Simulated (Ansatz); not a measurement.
Calculated with Ansatz (gas phase, PBE0-D4/def2-TZVP geometries, no zero-point term in ΔE). CBS: MP2 limit from def2 TZ/QZ plus the TZ coupled-cluster correction, frozen cores. Functionals use def2-TZVPP. Elements past krypton have def2 core potentials. For Ge, Mo outer-core shells are correlated without core-valence functions, which leaves a few kJ/mol of doubt a bond. Scalar relativity is left out up to krypton. Each species was taken in one conformer, which may not be the lowest.

Reaction (redistribution): `[NH]=[Mo](=[NH])([NH2])[F]` + `[F][Ge][O][SiH3]` → `[NH]=[Mo](=[NH])([F])[F]` + `[NH2][Ge][O][SiH3]`

`[NH]=[Mo](=[NH])([NH2])[F]`:

Z-matrix (Å, degrees):
```
Mo
N 1 1.724
N 1 1.929 2 106.7
N 1 1.724 2 111.9 3 116.4
F 1 1.871 2 109.5 3 -122.0
H 2 1.011 1 154.9 3 -118.9
H 3 1.008 1 122.8 2 -19.6
H 3 1.008 1 122.8 2 139.4
H 4 1.011 1 154.9 2 2.5
```

`[F][Ge][O][SiH3]`:

Cartesian coordinates in Å:
```
F -1.839 -1.295 -0.914
Ge -0.735 -2.202 0.120
O 0.367 -0.876 0.509
Si 0.509 0.731 0.146
H 1.714 1.243 0.845
H 0.671 0.921 -1.318
H -0.686 1.478 0.613
```

`[NH]=[Mo](=[NH])([F])[F]`:

Cartesian coordinates in Å:
```
N -0.265 1.399 0.343
Mo -0.261 -0.315 0.358
N 0.705 -0.868 -0.945
F 0.519 -0.882 1.943
F -2.000 -0.904 0.085
H 0.004 2.299 -0.032
H 1.299 -0.728 -1.752
```

`[NH2][Ge][O][SiH3]`:

```xyz
9

N    -1.983   -1.249    0.634
Ge   -1.364    0.452    0.697
O     0.210    0.046   -0.085
Si    1.549    0.878   -0.514
H    -2.887   -1.527    0.981
H    -1.449   -2.010    0.243
H     2.736    0.323    0.189
H     1.767    0.765   -1.981
H     1.422    2.322   -0.163
```

```tsv
species	LC-ωPBE energy (Eh)
`[NH]=[Mo](=[NH])([NH2])[F]`	-334.78431
`[F][Ge][O][SiH3]`	-2543.09059
`[NH]=[Mo](=[NH])([F])[F]`	-378.69390
`[NH2][Ge][O][SiH3]`	-2499.17995
```

Q: Work out ΔE.

A: ΔE = (-378.69390) + (-2499.17995) − (-334.78431) − (-2543.09059) = 0.00105 Eh = +0.03 eV. CCSD(T)/CBS gives +0.12 eV.

Largest T1 diagnostic among the species: 0.022, so the coupled-cluster value is less sure than usual.

Leaving LDA and LC-ωPBE aside and taking each functional with its dispersion term where it has one, the values, not all of them listed here, spread over 0.11 eV, from r2SCAN-D4 to BHLYP-D4.
